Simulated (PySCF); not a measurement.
## ECD: `InChI=1S/C6H10OSe/c1-3-5-4-7-6(5)8-2/h3,5-6H,1,4H2,2H3/t5-,6+/m1/s1`

Cartesian coordinates in Å; atom numbers follow the order of the lines, from 1:
```xyz
18

C    -2.894    1.325   -0.624
C    -2.023    0.534   -0.025
C    -0.896   -0.142   -0.722
C    -0.641   -1.607   -0.325
O     0.555   -1.249    0.371
C     0.481    0.079   -0.081
Se    1.926    0.482   -1.387
C     3.378    0.145   -0.131
H    -3.691    1.804   -0.083
H    -2.843    1.525   -1.682
H    -2.085    0.347    1.039
H    -0.930    0.042   -1.798
H    -1.375   -2.057    0.347
H    -0.434   -2.278   -1.162
H     0.562    0.809    0.731
H     4.309    0.142   -0.691
H     3.199   -0.825    0.324
H     3.392    0.930    0.621
```

Computed, not measured: TDDFT wB97X-D/def2-SVPD circular dichroism and optical rotation, one conformer, gas phase (PySCF). Geometry: GFN2-xTB.

The molecule is flexible and this is one conformer; a measurement averages over conformers. The calculation is non-relativistic, which matters for the atoms heavier than Zn.

Q: What are the CIP labels of the stereocentres?

A: C3 R, C6 S.

Q: Which excitations and rotatory strengths does the calculation give?

A: Rotatory strengths R in 10⁻⁴⁰ esu² cm², velocity form and length form (origin at the centre of mass); f in length form.
| state | E (eV) | λ (nm) | f | R (velocity) | R (length) | main |
| --- | --- | --- | --- | --- | --- | --- |
| 1 | 4.67 | 265 | 0.0001 | +0.3 | +0.8 | HOMO→LUMO 0.74, HOMO→LUMO+1 0.10 |
| 2 | 5.83 | 213 | 0.021 | -2.5 | -2.7 | HOMO→LUMO+2 0.45, HOMO→LUMO+1 0.32 |
| 3 | 6.24 | 199 | 0.051 | +5.6 | +6.8 | HOMO→LUMO+3 0.52, HOMO→LUMO+1 0.22 |
| 4 | 6.55 | 189 | 0.063 | +35.7 | +36.7 | HOMO−1→LUMO 0.33, HOMO→LUMO+4 0.30 |
| 5 | 6.67 | 186 | 0.024 | -27.1 | -26.2 | HOMO→LUMO+2 0.28, HOMO→LUMO+1 0.21 |
| 6 | 6.82 | 182 | 0.048 | +24.5 | +21.7 | HOMO→LUMO+4 0.46, HOMO−1→LUMO 0.19 |
| 7 | 6.99 | 177 | 0.030 | +0.6 | +0.8 | HOMO−1→LUMO+1 0.69 |
| 8 | 7.13 | 174 | 0.084 | -56.4 | -56.4 | HOMO→LUMO+5 0.18, HOMO→LUMO+6 0.14 |
| 9 | 7.27 | 171 | 0.037 | +1.9 | +1.3 | HOMO→LUMO+8 0.23, HOMO→LUMO+7 0.13 |
| 10 | 7.33 | 169 | 0.088 | -50.4 | -50.5 | HOMO→LUMO+9 0.32, HOMO→LUMO+5 0.10 |
| 11 | 7.41 | 167 | 0.383 | +19.3 | +19.3 | HOMO−2→LUMO+1 0.37, HOMO−2→LUMO 0.30 |
| 12 | 7.44 | 167 | 0.030 | -43.9 | -42.8 | HOMO→LUMO+7 0.42, HOMO−1→LUMO+3 0.15 |

Among the states computed, the strongest CD band (largest |R|) is state 8. The largest dissymmetry factor in size, g = 4R/(D+G), with D and G the electric and magnetic dipole strengths, is -0.016 for state 12 (velocity form, f = 0.032), among bands with |R| over 0.5. The mirror image has the same energies and oscillator strengths and all R with the opposite sign.
